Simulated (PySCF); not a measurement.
## How the functional moves excitation energies

Species: AsGaGeH₈O.
SMILES: `[GeH3][O][GaH2-][AsH3+]`

Linear-response calculations in the def2-SVPD basis (PySCF; singlets by full response, triplets Tamm–Dancoff, core orbitals frozen in the response; HF means time-dependent Hartree–Fock). 'Strongest' is the level of largest summed f among the singlets computed (10 roots, of which the last may lack a degenerate partner); it can jump between rows when another state enters that window. S1 is the lowest singlet of each run and needn't be the same state throughout; f(S1) is that of one state. Geometry: PBE0-D3(BJ)/def2-SVP, one conformer, isolated molecule. Relativistic effects, spin–orbit coupling among them, are left out although an element past zinc is present.

```
functional                               kind  S1 (eV)  f(S1)  strongest (eV)  T1 (eV)  HOMO (eV)  gap (eV)  ionisation energy, ΔSCF (eV)
       LDA                                LDA     4.64  0.000            5.47     4.55      -6.03      4.60                          8.79
       PBE                                GGA     4.75  0.000            5.54     4.65      -5.95      4.72                          8.71
     B3LYP  global hybrid, 20% exact exchange     5.49  0.000            6.27     5.29      -7.14      6.41                          9.10
      PBE0  global hybrid, 25% exact exchange     5.68  0.001            6.50     5.42      -7.34      6.89                          9.09
 BHandHLYP  global hybrid, 50% exact exchange     6.35  0.000            7.49     6.00      -8.67      8.89                          9.28
 CAM-B3LYP             range-separated hybrid     5.96  0.000            6.85     5.65      -8.72      9.06                          9.35
   wB97X-D             range-separated hybrid     6.02  0.001            6.95     5.78      -9.21     10.38                          9.31
   LC-wPBE             range-separated hybrid     6.41  0.000            7.42     6.00     -10.00     11.46                          9.59
        HF                       Hartree–Fock     7.36  0.002            8.33     6.36     -10.74     12.52                   not settled
```

S1 runs from 4.64 eV (LDA) to 7.36 eV (HF), a spread of 2.72 eV, while the orbital gap spreads over 7.9 eV. Along PBE (0%), B3LYP (20%), PBE0 (25%), BHandHLYP (50%), HF (100%) S1 rises with the share of exact exchange. −ε(HOMO) comes closest to its own ΔSCF ionisation energy with wB97X-D (-0.10 eV) and misses most with LDA (-2.77 eV). 'Not settled' means that the ion's SCF failed to converge or may have ended in another state than the lowest.

Without π bonds the low states are Rydberg-like; a valence basis with one diffuse set may place them up to an eV too high.
